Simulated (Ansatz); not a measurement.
Consider the hydrogenolysis of the Si–B bond: `B[SiH2]Br` + H₂ → `[SiH3]Br` + BH₃.

Computed with Ansatz on PBE0-D4/def2-TZVP structures; ΔE is electronic, products minus reactants. CCSD(T)/CBS adds triple-zeta CCSD(T) − MP2 to the extrapolated MP2 energy (def2 sets, frozen cores). This one scheme is used for every species. Functionals use def2-TZVPP. For Br outer-core shells are correlated without core-valence functions, which leaves a few kJ/mol of doubt a bond. Scalar relativity is left out up to krypton.

| species | BLYP energy (Eh) |
| --- | --- |
| `B[SiH2]Br` | -2890.91835 |
| H₂ | -1.16959 |
| `[SiH3]Br` | -2865.51033 |
| BH₃ | -26.59164 |

(1) Work out ΔE.

(2) What do rigid-rotor, harmonic-oscillator terms from PBE0-D4/def2-TZVP frequencies (298.15 K, 1 bar) make of the CCSD(T)/CBS value? (Estimate.)

Largest T1 diagnostic among the species: 0.009.

## Answers

(1) ΔE = (-2865.51033) + (-26.59164) − (-2890.91835) − (-1.16959) = -0.01403 Eh = -36.8 kJ/mol. CCSD(T)/CBS gives -34.1 kJ/mol.

(2) Computed: ΔZPE = +11.2 kJ/mol, ΔH = -26.7 kJ/mol, ΔS = 2 J/(mol·K), ΔG = -27.3 kJ/mol.

At CCSD(T), def2-SVP lies −8.6 kJ/mol from the extrapolated value and def2-TZVPP −2.2 kJ/mol. In def2-TZVPP, CCSD(T) changes the Hartree–Fock value by +25.2 kJ/mol (the triples alone add +4.1 kJ/mol) and MP2 by +23.5 kJ/mol.
